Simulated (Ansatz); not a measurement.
**Pulling the pair apart**

The pair of C2H6 (SMILES CC, atoms 1–8) and H2 (SMILES [H][H], atoms 9–10), both closed shells, in one local arrangement (a lower one may exist), relaxed at PBE0-D4/def2-TZVP:

```json
{"atom": "C1", "x (Å)": "0.7019", "y (Å)": "0.3466", "z (Å)": "-0.5573"}
{"atom": "C2", "x (Å)": "-0.6681", "y (Å)": "-0.2346", "z (Å)": "-0.8593"}
{"atom": "H3", "x (Å)": "1.2262", "y (Å)": "0.6268", "z (Å)": "-1.4740"}
{"atom": "H4", "x (Å)": "0.6271", "y (Å)": "1.2411", "z (Å)": "0.0655"}
{"atom": "H5", "x (Å)": "1.3317", "y (Å)": "-0.3705", "z (Å)": "-0.0252"}
{"atom": "H6", "x (Å)": "-1.1960", "y (Å)": "-0.5111", "z (Å)": "0.0568"}
{"atom": "H7", "x (Å)": "-0.5934", "y (Å)": "-1.1320", "z (Å)": "-1.4782"}
{"atom": "H8", "x (Å)": "-1.2961", "y (Å)": "0.4818", "z (Å)": "-1.3942"}
{"atom": "H9", "x (Å)": "-0.1576", "y (Å)": "-0.4688", "z (Å)": "2.5665"}
{"atom": "H10", "x (Å)": "0.0243", "y (Å)": "0.0208", "z (Å)": "3.0994"}
```

H2 is shifted rigidly along the line between the mean atom positions of the two fragments (negative: closer). Counterpoise interaction energies in kJ/mol. Program: Ansatz 0.2.0. Basis: def2-TZVPPD. Cores are frozen in the correlated methods.

```json
{"shift (Å)": "-0.33", "PBE-D4": "-1.7", "HF": "3.5", "MP2": "-0.3"}
{"shift (Å)": "-0.17", "PBE-D4": "-2.1", "HF": "2.1", "MP2": "-0.8"}
{"shift (Å)": "0.00", "PBE-D4": "-2.1", "HF": "1.2", "MP2": "-1.0"}
{"shift (Å)": "0.17", "PBE-D4": "-2.0", "HF": "0.7", "MP2": "-0.9"}
{"shift (Å)": "0.40", "PBE-D4": "-1.7", "HF": "0.3", "MP2": "-0.8"}
{"shift (Å)": "0.84", "PBE-D4": "-1.0", "HF": "0.1", "MP2": "-0.5"}
{"shift (Å)": "1.67", "PBE-D4": "-0.4", "HF": "0.0", "MP2": "-0.2"}
{"shift (Å)": "3.34", "PBE-D4": "-0.1", "HF": "0.0", "MP2": "0.0"}
```

(1) What does CCSD(T) give at these shifts? (To be estimated.)

The T1 diagnostic stays at or below 0.008.

Answers

(1) Computed: -0.5, -1.0, -1.1, -1.0, -0.9, -0.5, -0.2, 0.0 kJ/mol. For zero shift, CCSD(T) at an estimated basis limit (MP2 extrapolated from triple and quadruple zeta, plus CCSD(T) − MP2 in triple zeta) gives -1.3 kJ/mol. These are counterpoise interaction energies, counted from the two frozen fragments.

For scale, one of the runs: CCSD(T)/def2-TZVPPD, 210 basis functions, launched by `ansatz run in.yaml --threads 2 --pin off --events-out ev --progress --plain --max-ram 5222MiB`. The run took 38 s on 2 CPU threads of an Arm Neoverse V2 (shared host), with 2.9 GiB of host memory at its peak.
